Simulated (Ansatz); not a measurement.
Two isomers of C2H4BClO: A = `O=CCBCl`, B = `ClC1CBO1`.

Calculated with Ansatz (gas phase, PBE0-D4/def2-TZVP geometries, no zero-point term in ΔE). CCSD(T)/CBS adds triple-zeta CCSD(T) − MP2 to the extrapolated MP2 energy (def2 sets, frozen cores). Functionals use def2-TZVPP. B3LYP here is the variant with VWN-RPA as its local correlation; programs differ in this. One conformer a species, not always the lowest.

A:

```xyz
9

O     0.753    1.387   -1.723
C     0.747    0.383   -1.069
C    -0.442   -0.125   -0.313
B    -0.190   -0.209    1.224
Cl   -1.491    0.045    2.352
H     1.665   -0.238   -0.972
H    -0.573   -1.185   -0.596
H    -1.346    0.421   -0.588
H     0.877   -0.479    1.683
```

B:

Z-matrix (Å, degrees):
```
C
C 1 1.528
B 1 1.995 2 51.1
Cl 1 1.770 2 116.7 3 120.2
O 1 1.434 2 94.4 3 3.3
H 1 1.089 2 116.9 3 -112.0
H 2 1.090 1 113.2 3 -113.8
H 2 1.090 1 115.6 3 118.8
H 3 1.191 1 169.9 2 -161.5
```

Q: Which isomer does CCSD(T)/CBS put lower? Give the gap. (An estimate is asked.)

A: Computed: A, by 21.0 kJ/mol.

Q: Give E(B) − E(A) in kJ/mol with PBE0-D4, B2PLYP, ωB97M-V, MP2/def2-TZVPP, LDA (SPW92), CCSD(T)/def2-TZVPP, B3LYP. (Estimate.)

A: Ansatz gave: PBE0-D4 17.9, B2PLYP 32.4, ωB97M-V 19.7, MP2/def2-TZVPP 21.1, LDA (SPW92) -4.4, CCSD(T)/def2-TZVPP 25.1, B3LYP 36.8. The order is the other way round with LDA (SPW92).

Q: Does the order hold for the free energy at 298.15 K (harmonic terms from PBE0-D4)? (Estimate.)

A: Computed: Yes: G(B) − G(A) = +33.8 kJ/mol, for one conformer each. Modes under 60 cm⁻¹, often nearly free rotors, make the harmonic entropy too high.

Largest T1 diagnostic: 0.014.

From r2SCAN to r2SCAN0 (25 % exact exchange), in def2-TZVPP and without D4, E(B) − E(A) moves by −5.3 kJ/mol. In def2-TZVPP, CCSD(T) changes the Hartree–Fock value by −25.6 kJ/mol (the triples alone add −1.7 kJ/mol) and MP2 by −29.6 kJ/mol.
